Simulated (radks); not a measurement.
Question: The mean radii <r> (bohr) of the occupied orbitals of an atom or ion are listed with their occupations. All-electron calculation, Dirac Kohn-Sham, PBEsol, spin-unpolarised, spherical densities, finite nucleus; Fermi nuclear charge, rms radius of each element as measured or else 0.836 A^(1/3) + 0.57 fm. Program: a radial shooting solver on a logarithmic mesh with Libxc functionals.

orbital  occ.      <r>
1s1/2       2  0.05034
2s1/2       2   0.2261
2p1/2       2   0.1960
2p3/2       4   0.1994
3s1/2       2   0.6726
3p1/2       2   0.6908
3p3/2       4   0.7006
3d3/2       4   0.7705
3d5/2       4   0.7744

Name the element and its charge. Open shells, if any, fill j = l - 1/2 first.

Answer: Z = 30, zinc, charge +4: Zn4+ in [Ar] 3d8. The 1s radius gives Z: for a bare nucleus <r> = (2 gamma + 1)/(2Z) with gamma = sqrt(1 - (Z/c)^2), 0.04919 bohr for Z = 30, and screening makes it slightly larger (0.05034 here). The occupations add up to 26, and the charge is Z minus that.
